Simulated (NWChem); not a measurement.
Correlation energy of GeS

```xyz
2

Ge     0.0000     0.0000     0.6727
S      0.0000     0.0000    -1.3454
```
Charge 0, spin multiplicity 1.

Program: NWChem. Structure: optimised with PBE0/def2-SVP, a minimum by its harmonic frequencies.

Basis set: 3-21G. Each correlation energy counts from its own Hartree-Fock reference.

The Hamiltonian is non-relativistic. The correlated methods keep 14 core orbitals frozen. The structure started from a generated list of species. Coupled-cluster values serve here as a point of comparison, not as the truth.

Q: Order these methods by the correlation energy they give, lowest first: MP2, SCS-MP2, CR-CCSD[T], CR-CCSD(T).

A: CR-CCSD[T] (-122.8 mHa), CR-CCSD(T) (-121.0 mHa), MP2 (-108.1 mHa), SCS-MP2 (-105.9 mHa)
